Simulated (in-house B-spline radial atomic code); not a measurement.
A fraction x of an electron is removed from 4p in the niobium ion Nb⁵⁺, starting from [Ar] 3d10 4s2 4p6 and keeping the highest spin. Computed with a B-spline radial code for spherical atoms: non-relativistic OLYP, spin-polarised, spherical fractional occupations, point nucleus.

```csv
x,E(x) - E(0) (eV),4p down level (eV)
0,0.0000,-93.892
0.06,5.6635,-94.893
0.16,15.2363,-96.562
0.36,34.8835,-99.913
0.45,43.9437,-101.425
0.5,49.0360,-102.266
0.6,59.3468,-103.950
0.63,62.4728,-104.456
0.75,75.1291,-106.482
0.88,89.1145,-108.680
1,102.2780,-110.712
```

The exact functional would give a straight line between the two integer points. Deviations E(x) - E(0) - x[E(1) - E(0)], in eV: -0.473 at x = 0.06, -1.128 at x = 0.16, -1.937 at x = 0.36, -2.081 at x = 0.45, -2.103 at x = 0.5, -2.02 at x = 0.6, -1.962 at x = 0.63, -1.579 at x = 0.75, -0.89 at x = 0.88.

The curve lies below the straight line by up to 2.103 eV (at x = 0.5): convex, the delocalisation error that favours fractional charges.

**Question.** How well does Slater's transition state (minus the level at half occupation) give the ionisation energy?

**Answer.** It gives 102.266 eV against 102.278 eV from the two total energies; NIST lists 102.07 eV, ground level to ground level.
